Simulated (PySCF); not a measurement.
Mapped SMILES: `[CH2:1]=[C:2]([O-:3])[C:4]([F:5])([F:6])[CH2:7][CH3:8]`. Hydrogens are named by the atom that carries them. Ha(C1) is cis to O3; Hb(C1) is trans to O3.

Geometry: GFN2-xTB; GIAO shifts from PySCF, gas phase, non-relativistic, averaged over equivalent atoms.

At OPBE/cc-pVDZ (147 basis functions, 27 s wall time on 1 thread of an Arm Neoverse V1, shared host):
```json
{"atoms": "C2", "δ (ppm)": "154.2"}
{"atoms": "C4", "δ (ppm)": "130.3"}
{"atoms": "C1", "δ (ppm)": "54.5"}
{"atoms": "C7", "δ (ppm)": "34.6"}
{"atoms": "C8", "δ (ppm)": "13.4"}
{"atoms": "O3", "δ (ppm)": "270.3"}
{"atoms": "F5/F6", "δ (ppm)": "-125.0"}
{"atoms": "Hb(C1)", "δ (ppm)": "2.77"}
{"atoms": "Ha(C1)", "δ (ppm)": "2.11"}
{"atoms": "H(C7)", "δ (ppm)": "1.64"}
{"atoms": "H(C8)", "δ (ppm)": "1.15"}
```

References, each an isolated molecule treated in the same way: $^{13}$C (198.05 ppm) and $^{1}$H (31.70 ppm) against TMS; $^{17}$O (341.43 ppm) vs H2O; CFCl3 for $^{19}$F (169.58 ppm).

Problem. Predict the values at PBE0/pcSseg-1 on the same geometry.

Solution. 
```
 atoms  δ at PBE0/pcSseg-1  change
    C2               172.8   +18.6
    C4               133.5    +3.2
    C1                57.8    +3.3
    C7                34.2    -0.4
    C8                11.5    -1.9
    O3               291.0   +20.7
 F5/F6              -115.8    +9.2
Hb(C1)                2.97   +0.20
Ha(C1)                2.53   +0.42
 H(C7)                1.78   +0.14
 H(C8)                1.29   +0.14
```

Shifts are taken against calculated references (same method and geometry level): $^{13}$C (σref 186.93), $^{1}$H (σref 31.72) against TMS; $^{17}$O (σref 336.08) vs H2O; $^{19}$F (σref 170.95) against CFCl3.

The largest change is at O3 (oxygen bonded to C). Cost: 171 basis functions, 23 s wall time on 1 thread of an Arm Neoverse V1, shared host. The order of the carbon signals is the same at both levels.

Unscaled 19F shifts against computed CFCl3 carry errors that often reach 10 to 50 ppm. Unscaled 17O shifts of doubly bonded oxygen tend to come out too high, by tens of ppm or more. Experimental scales use liquid or dissolved standards, which lie at an offset from isolated H2O (liquid H2O: subtract about 36 ppm).
